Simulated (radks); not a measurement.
The nuclear charge of the europium ion Eu+ is varied continuously with 62 electrons held in [Xe] 4f7 6s1. All-electron calculation, scalar-relativistic Kohn-Sham, PBE, spin-unpolarised, spherical densities, finite nucleus; Fermi nuclear charge, rms radius 5.1115 fm. Program: a radial shooting solver on a logarithmic mesh with Libxc functionals. By the Hellmann-Feynman theorem dE/dZ = E(electron-nucleus)/Z, the electronic potential at the nucleus (averaged over a nucleus of fixed radius). The scalar-relativistic energy here is not variational (the density holds large components alone), so the two differ by a part that grows with Z.

| Z | E (hartree) | E(electron-nucleus)/Z (hartree) | HOMO | e(HOMO) (eV) | <r> HOMO (bohr) |
|---|---|---|---|---|---|
| 62.25 | -10529.6497 | -411.974 | 4f | -0.482 | 1.190 |
| 62.5 | -10633.5090 | -414.423 | 4f | -2.629 | 1.070 |
| 62.75 | -10737.9856 | -416.851 | 4f | -5.549 | 1.010 |
| 63 | -10843.0765 | -419.272 | 6s | -8.526 | 3.860 |
| 63.25 | -10948.7803 | -421.688 | 6s | -10.296 | 3.702 |
| 63.5 | -11055.0966 | -424.103 | 6s | -12.167 | 3.562 |
| 63.75 | -11162.0251 | -426.517 | 6s | -14.133 | 3.437 |
| 64 | -11269.5660 | -428.932 | 6s | -16.188 | 3.325 |

The central difference of E at Z = 63 is -421.589 hartree, to compare with the third column; the second derivative is -9.81 hartree. No converged solution with all levels bound was reached at Z = 62.
